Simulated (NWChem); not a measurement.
The numbers come from NWChem runs, not from measurements. System: AlF₂I, charge 0, spin multiplicity 1, at a geometry optimised with PBE0/def2-SVP with def2 effective core potentials on I. The structure started from a generated list of species. Level: MP2/def2-TZVP with def2 effective core potentials on I, 11 core orbitals frozen.

NWChem printed:

```
             Northwest Computational Chemistry Package (NWChem) 7.3.0
             --------------------------------------------------------

                                NWChem Input Module
                                -------------------

 Scaling coordinates for geometry "geometry" by  1.889725989
 (inverse scale =  0.529177249)

 Turning off AUTOSYM since
 SYMMETRY directive was detected!

                             Geometry "geometry" -> ""
                             -------------------------

 Output coordinates in angstroms (scale by  1.889725989 to convert to a.u.)

  No.       Tag          Charge          X              Y              Z
 ---- ---------------- ---------- -------------- -------------- --------------
    1 Al                  13.0000     0.00000000     0.00000000    -1.35005900
    2 F                    9.0000    -1.41441700     0.00000000    -2.19961200
    3 F                    9.0000     1.41441700     0.00000000    -2.19961200
    4 I                   53.0000     0.00000000     0.00000000     1.07818500

 Effective nuclear repulsion energy (a.u.)     381.7651939609

            Nuclear Dipole moment (a.u.)
            ----------------------------
        X                 Y               Z
 ---------------- ---------------- ----------------
     0.0000000000     0.0000000000     0.0000415740

      Symmetry information
      --------------------

 Group name             C2v
 Group number             16
 Group order               4
 No. of unique centers     3

      Symmetry unique atoms

     1    2    4


 Summary of "ao basis" -> "" (spherical)
 ------------------------------------------------------------------------------
       Tag                 Description            Shells   Functions and Types
 ---------------- ------------------------------  ------  ---------------------
 *                         def2-tzvp                  on all atoms

 Summary of "ao basis" -> "ao basis" (spherical)
 ------------------------------------------------------------------------------
       Tag                 Description            Shells   Functions and Types
 ---------------- ------------------------------  ------  ---------------------
 Al                        def2-tzvp                13       37   5s5p2d1f
 F                         def2-tzvp                11       31   5s3p2d1f
 I                         def2-tzvp                16       50   6s5p3d2f

                                 NWChem SCF Module
[...]
    1 Al  13    11.94   2.00  0.65  1.34  0.52  0.04  2.92  2.28  0.82  0.69  0.09  0.28  0.16  0.13
    2 F    9     9.43   0.77  1.20  0.59  1.01  0.33  2.24  2.30  0.97  0.00  0.01  0.00
    3 F    9     9.43   0.77  1.20  0.59  1.01  0.33  2.24  2.30  0.97  0.00  0.01  0.00
    4 I   25    25.21   0.18 -0.77  1.58  1.01  1.08  0.83 -0.49  6.45  1.34  2.92  1.04  9.22  0.76  0.04  0.00  0.00

       Multipole analysis of the density wrt the origin
       ------------------------------------------------

     L   x y z        total         open         nuclear
     -   - - -        -----         ----         -------
     0   0 0 0      0.000000      0.000000     56.000000

     1   1 0 0      0.000000      0.000000      0.000000
     1   0 1 0      0.000000      0.000000      0.000000
     1   0 0 1      0.457048      0.000000    -57.049236

     2   2 0 0    -40.744914      0.000000    128.595305
     2   1 1 0     -0.000000      0.000000      0.000000
     2   1 0 1     -0.000000      0.000000      0.000000
     2   0 2 0    -32.991849      0.000000      0.000000
     2   0 1 1     -0.000000      0.000000      0.000000
     2   0 0 2    -39.360076      0.000000    499.398761

                   NWChem MP2 Semi-direct Energy/Gradient Module
                   ---------------------------------------------

  Basis functions       =    149
  Molecular orbitals    =    149
  Frozen core           =     11
  Frozen virtuals       =      0
  Active alpha occupied =     17
  Active beta occupied  =     17
  Active alpha virtual  =    121
  Active beta virtual   =    121
  Use MO symmetry       = T
  Use skeleton AO sym   = T

  AO/Fock/Back tols     =   1.0D-09  1.0D-09  1.0D-09

 GA uses MA = F    GA memory limited = T

 Available:
  local mem=  1.26D+08
 global mem=  1.44D+08
 local disk=  0.00D+00
  mp2_memr nvloc                   121
  nvloc new                   121
   1 passes of  17:        5242880                     148098                  69633306.
   1 passes of  17: M    126132261           G      144134798           F     120889381.

 Semi-direct pass number   1 of   1  for RHF alpha+beta  at        5.8s
  vrange nnbf                  9951
  mp2_eaftype                   265  avail_ma_in_mb                  1099
 EAF : mp2_eaftype filesize         265   34816653.
  mp2_eaf for mointskh                    265
Node 0 wrote    163.8 Mb in      0.1 s     Agg I/O rate:  1542.3 Mb/s
 Done moints_semi at       18.4s
  mp2_eaftype                   265  avail_ma_in_mb                   834
 EAF : mp2_eaftype filesize         265   34816653.
  mp2_eaf for kh                   265
 Done maket at       19.2s
 Done multipass loop at       19.2s

          -------------------------------------------
          SCF energy                -737.780765881462
          Correlation energy          -1.063938962465
          Singlet pairs               -0.563220173509
          Triplet pairs               -0.500718788956
          Total MP2 energy          -738.844704843927
          -------------------------------------------

          ---------------------------------------------------
                    Spin Component Scaled (SCS) MP2
          Same spin pairs                     -0.333812525970
          Same spin scaling factor             0.333333333333
          Opposite spin pairs                 -0.730126436495
          Opposite spin scaling fact.          1.200000000000
          SCS-MP2 correlation energy          -0.987422565784
          Total SCS-MP2 energy              -738.768188447246
          ---------------------------------------------------

 -----------------------
 Performance information
 -----------------------

 Timer overhead =  1.98D-07 seconds/call

               Nr. of calls         CPU time (s)                 Wall time (s)                GFlops
             ---------------    -------------------     ------------------------------   -------------------
Name         Min   Avg   Max    Min     Avg     Max     Min     Avg     Max   Mx/calls   Min     Max     Sum
mp2: moin     1     1     1    13.     13.     13.      13.     13.     13.     13.      0.0     0.0     0.0
mp2: make     1     1     1   0.79    0.79    0.79     0.79    0.79    0.79    0.79      0.0     0.0     0.0
mp2: tota     1     1     1    14.     14.     14.      14.     14.     14.     14.      0.0     0.0     0.0

 The average no. of pstat calls per process was 3.00D+00
 with a timing overhead of 5.95D-07s

 Task  times  cpu:       19.2s     wall:       19.2s

 Total times  cpu:       19.2s     wall:       19.2s
```

Problem. Write an NWChem input that would produce this output.

Solution. Several could match; the one computed here: 
```
start mol
memory heap 200 mb stack 900 mb global 1100 mb
geometry units angstroms nocenter noautoz
  Al     0.000000     0.000000    -1.350059
  F     -1.414417     0.000000    -2.199612
  F      1.414417     0.000000    -2.199612
  I      0.000000     0.000000     1.078185
  symmetry group C2v
end
basis spherical
  * library def2-tzvp
end
ecp
  I library def2-ecp
end
scf
  rhf
  nopen 0
  maxiter 100
  thresh 1e-7
  semidirect memsize 60000000 filesize 0
end
mp2
  freeze core 11
end
task mp2 energy
```
